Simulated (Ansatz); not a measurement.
Computed with Ansatz on PBE0-D4/def2-TZVP structures; ΔE is electronic, products minus reactants. CCSD(T)/CBS is the MP2 limit (def2-TZVPP, def2-QZVPP) plus CCSD(T) − MP2 in def2-TZVPP, frozen cores. DFT in def2-TZVPP. B3LYP here is the variant with VWN-RPA as its local correlation; programs differ in this. For Ge outer-core shells are correlated without core-valence functions, which leaves a few kJ/mol of doubt a bond. Scalar relativity is left out up to krypton. One conformer a species, not always the lowest.

Reaction (substitution at a C–C bond): `CC(O)CCO` + `O[SiH2][O][GeH3]` → `CO[SiH2][O][GeH3]` + `OCCCO`

| level | ΔE (kJ/mol) | difference from CCSD(T)/CBS |
| --- | --- | --- |
| PBE-D4 | 84.3 | -3.9 |
| r2SCAN-D4 | 85.8 | -2.4 |
| PBE0-D4 | 84.2 | -4.0 |
| B3LYP-D4 | 77.5 | -10.7 |
| ωB97X-V | 81.2 | -7.0 |
| ωB97M-V | 85.1 | -3.1 |
| B2PLYP | 80.9 | -7.3 |
| PBE | 82.4 | -5.8 |
| r2SCAN | 85.3 | -2.9 |
| PBE0 | 82.8 | -5.4 |
| B3LYP | 74.5 | -13.7 |
| HF/def2-TZVPP | 63.9 | -24.3 |
| MP2/def2-TZVPP | 92.6 | 4.4 |
| SCS-MP2/def2-TZVPP | 83.9 | -4.3 |
| CCSD/def2-TZVPP | 83.2 | -5.0 |
| CCSD(T)/def2-TZVPP | 86.2 | -2.0 |
| HF/def2-QZVPP | 63.0 | -25.2 |
| MP2/def2-QZVPP | 93.4 | 5.2 |
| SCS-MP2/def2-QZVPP | 84.8 | -3.4 |
| HF/CBS(def2) | 62.8 | -25.4 |
| MP2/CBS(def2) | 94.6 | 6.4 |
| CCSD/CBS(def2) | 85.1 | -3.1 |
| CCSD(T)/CBS | 88.2 | 0 |

Largest T1 diagnostic among the species: 0.012.

In def2-TZVPP, CCSD(T) changes the Hartree–Fock value by +22.3 kJ/mol (the triples alone add +3.0 kJ/mol) and MP2 by +28.7 kJ/mol.
